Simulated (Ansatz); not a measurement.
Reaction (formal exchange of groups at a Ge–C bond): `[CH3][Ge]([F])([F])[F]` + `C#N` → `N#[C][Ge]([F])([F])[F]` + CH₄

Program: Ansatz. Geometries: PBE0-D4/def2-TZVP. ΔE: electronic, gas phase. CCSD(T)/CBS is the MP2 limit (def2-TZVPP, def2-QZVPP) plus CCSD(T) − MP2 in def2-TZVPP, frozen cores. This one scheme is used for every species. DFT in def2-TZVPP. For Ge outer-core shells are correlated without core-valence functions, which leaves a few kJ/mol of doubt a bond. Scalar relativity is left out up to krypton.

`[CH3][Ge]([F])([F])[F]`:

Z-matrix (Å, degrees):
```
C
Ge 1 1.911
H 1 1.089 2 109.2
H 1 1.089 2 109.2 3 120.0
H 1 1.089 2 109.2 3 -120.0
F 2 1.714 1 113.3 3 179.6
F 2 1.714 1 113.3 3 -60.4
F 2 1.714 1 113.3 3 59.6
```

`C#N`:

Cartesian coordinates in Å:
```
C 0.011 -0.013 -0.019
N -0.491 0.566 0.832
H 0.480 -0.552 -0.813
```

`N#[C][Ge]([F])([F])[F]`:

```xyz
6

N     0.234   -0.203   -2.496
C     0.127   -0.110   -1.355
Ge   -0.049    0.042    0.522
F    -1.624   -0.359    1.004
F     0.277    1.629    1.020
F     1.035   -1.000    1.305
```

CH₄:

Z-matrix (Å, degrees):
```
C
H 1 1.090
H 1 1.090 2 109.5
H 1 1.090 2 109.5 3 -120.0
H 1 1.090 2 109.5 3 120.0
```

Q: Is it downhill or uphill in electronic energy at CCSD(T)/CBS, and by how much? (Estimate.)

A: Computed: Uphill: ΔE = +24.1 kJ/mol.

Q: What do these levels give: revPBE-D4, r2SCAN0-D4, revPBE, MP2/def2-SVP, SCS-MP2/def2-TZVPP, MP2/def2-QZVPP? (Best estimate.)

A: Ansatz gave: revPBE-D4 17.9, r2SCAN0-D4 21.1, revPBE 17.5, MP2/def2-SVP 8.6, SCS-MP2/def2-TZVPP 11.9, MP2/def2-QZVPP 19.6 kJ/mol.

Largest T1 diagnostic among the species: 0.014.

Leaving LDA and LC-ωPBE aside and taking each functional with its dispersion term where it has one, the values, not all of them listed here, spread over 8.9 kJ/mol, from B97M-V to PBE0-D4. LDA lies +7.0 kJ/mol from PBE without D4. At CCSD(T), def2-SVP lies −14.2 kJ/mol from the extrapolated value and def2-TZVPP −9.2 kJ/mol.
